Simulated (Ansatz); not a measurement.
`[OH][GeH]([F])[GeH3]` + H₂ → `[F][GeH2][GeH3]` + H₂O at 500 K and 1 bar (hydrogenolysis of a Ge–O bond).

Gas-phase electronic energies from Ansatz, PBE0-D4/def2-TZVP geometries. CBS: MP2 limit from def2 TZ/QZ plus the TZ coupled-cluster correction, frozen cores. This one scheme is used for every species. For Ge outer-core shells are correlated without core-valence functions, which leaves a few kJ/mol of doubt a bond. Scalar relativity is left out up to krypton. One conformer a species, not always the lowest.

```
               species  CCSD(T)/CBS energy (Eh)  H − E (kJ/mol)  S (J/(mol·K))
`[OH][GeH]([F])[GeH3]`              -4330.26117           173.5          437.0
                    H₂                 -1.17544            41.0          145.5
     `[F][GeH2][GeH3]`              -4255.04883           149.1          394.8
                   H₂O                -76.37941            73.2          206.3
```

H − E and S are ideal-gas, rigid-rotor, harmonic terms from PBE0-D4/def2-TZVP, for one conformer and one mirror image of each species. The MP2-based limit puts H₂ 0.8 mEh under its directly extrapolated value; such offsets cancel only in part. 1 Eh = 2625.50 kJ/mol, R = 8.31446 J/(mol·K).

Q: By hand: ΔE, ΔH, ΔS and ΔG.

A: ΔE = (-4255.04883) + (-76.37941) − (-4330.26117) − (-1.17544) = 0.00837 Eh = 22.0 kJ/mol. Δ(H − E) = 149.1 + 73.2 − 173.5 − 41.0 = 7.8, so ΔH = 29.8 kJ/mol. ΔS = 394.8 + 206.3 − 437.0 − 145.5 = 18.6 J/(mol·K). ΔG = 29.8 − 500 × (18.6)/1000 = 20.5 kJ/mol.

Q: By hand: the equilibrium constant, and the temperature at which ΔG would vanish if ΔH and ΔS stayed fixed.

A: log₁₀ K = −ΔG/(RT ln 10) = -2.1. ΔG = 0 at ΔH/ΔS = 1602 K, though so small a ΔS makes that figure unsure.

ΔH outweighs TΔS. A doubt of 5 kJ/mol in ΔE shifts log₁₀ K by 0.5 here. Other conformers and mirror images would add mixing entropy, several J/(mol·K) or more a flexible species. These are equilibria of isolated gas molecules and say nothing of rates. Largest T1 diagnostic: 0.012 (customary marks: 0.02 for closed shells, 0.045 for open ones).
